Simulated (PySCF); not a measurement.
**19F chemical shifts**

PySCF calculation with GFN2-xTB structure and NMR shieldings at PBE0/pcSseg-1/GIAO; no solvent, relativity neglected, equivalent nuclei averaged, one computed conformer.

Shieldings were converted by a linear fit to measured shifts: 19F (scatter 6.0 ppm rms, 7.0 ppm with the 5 outliers that the fit left out vs CFCl3, solution or neat liquid, with a term for F on sp3 carbon). Occasional misses reach two or three times the rms, and more in compound classes unlike the fitted ones.

Problem. Give the 19F shifts of `CS(=O)(=O)CC(F)(F)C(F)(F)F`.

Solution. 
| compound | environment | δ (ppm) |
| --- | --- | --- |
| [CH3:1][S:2](=[O:3])(=[O:4])[CH2:5][C:6]([F:7])([F:8])[C:9]([F:10])([F:11])[F:12] | F10/11/12: fluorine of a CF3 group (×3) | -76.6 |
| [CH3:1][S:2](=[O:3])(=[O:4])[CH2:5][C:6]([F:7])([F:8])[C:9]([F:10])([F:11])[F:12] | F7/8: fluorine of a CF2 group (×2) | -103.6 |

Problem. Match the shifts -127.2, -139.9, -229.6 ppm to `C[Si](C)(C)C(F)F`, `CO[C@@H]1[C@H](C)C[C@]1(F)C(=O)Cl`, `CC[C@](CF)(OC)C(=O)Cl`.

Solution. -127.2: CO[C@@H]1[C@H](C)C[C@]1(F)C(=O)Cl (fluorine on an sp3 carbon); -139.9: C[Si](C)(C)C(F)F (fluorine of a CF2 group); -229.6: CC[C@](CF)(OC)C(=O)Cl (fluorine on an sp3 carbon).
